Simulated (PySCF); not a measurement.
trichloroethylene (C2HCl3), SMILES ClC=C(Cl)Cl.

The structure is a stationary point at B3LYP-D3(BJ)/def2-SVP.

All values below come from PySCF with ωB97X/def2-TZVP.

Symmetry labels are those of the subgroup Cs that the program uses (full group Cs).

Problem. List the valence orbital energies around the gap with their symmetry. (An estimate is asked for; the answer gives what the named calculation found.)

Solution. 
```
orbital  symmetry  energy (eV)
-------  --------  -----------
HOMO−7         A"       -14.93
HOMO−6         A'       -14.43
HOMO−5         A"       -12.90
HOMO−4         A'       -12.60
HOMO−3         A"       -12.25
HOMO−2         A'       -12.07
HOMO−1         A'       -11.60
HOMO           A"        -9.68
LUMO           A"         1.22
LUMO+1         A'         2.18
LUMO+2         A'         2.40
LUMO+3         A'         3.56
```
